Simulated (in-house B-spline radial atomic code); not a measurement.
The numbers below are computed, except where a source is named.
Ghost states of the separable form: C

C, [He] 2s2 2p2, non-relativistic PBE, spherical and spin-unpolarised, from a B-spline radial code for spherical atoms (atomic units; all potentials screened as in the neutral atom).

Troullier-Martins channels: 2s (ε = -0.5049, r_c = 1.002 bohr), 2p (ε = -0.1944, r_c = 1.494 bohr). In the Kleinman-Bylander form one channel serves as the local potential, and each other channel l becomes |δV u><u δV|/<u|δV|u>, with δV = V_l − V_local and u the pseudo-orbital. Its strength is E_KB = <u|δV²|u>/<u|δV|u>. By the analysis of Gonze, Stumpf and Scheffler a spurious state lies below the reference level ε if E_KB > 0 and ε is above the second level of the local potential alone, or if E_KB < 0 and ε is above its first. The table's levels are those of angular momentum l in a sphere of 9 bohr, whose wall can lift a shallow ε a little above its free-atom value.

```json
{"local": "p", "channel": "s", "<u δV u>": "0.43127", "<u δV² u>": "2.4344", "ε": "-0.5049", "first local level": "-2.3987", "second local level": "-0.0792"}
{"local": "s", "channel": "p", "<u δV u>": "-0.53815", "<u δV² u>": "3.0336", "ε": "-0.1943", "first local level": "-0.0404", "second local level": "0.1481"}
```

(1) Apply the rule to each row.

Diagonalising the separable Hamiltonian gives:

```
local  channel      three lowest levels  all-electron, two lowest valence levels
    p        s  -0.5049, 0.0293, 0.2974                          -0.5049, 0.0292
    s        p  -0.1943, 0.0875, 0.3650                          -0.1943, 0.0875
```

(2) Which choices of local channel are safe?

Answers

(1) Local p, channel s: E_KB = +5.64, so ε = -0.5049 is set against -0.0792: no ghost. Local s, channel p: E_KB = -5.64, so ε = -0.1943 is set against -0.0404: no ghost.

(2) All are free of ghosts. Among the safe choices the second level, which tests transfer, is off by at most 0.1 millihartree (s local), 0.0 millihartree (p local).
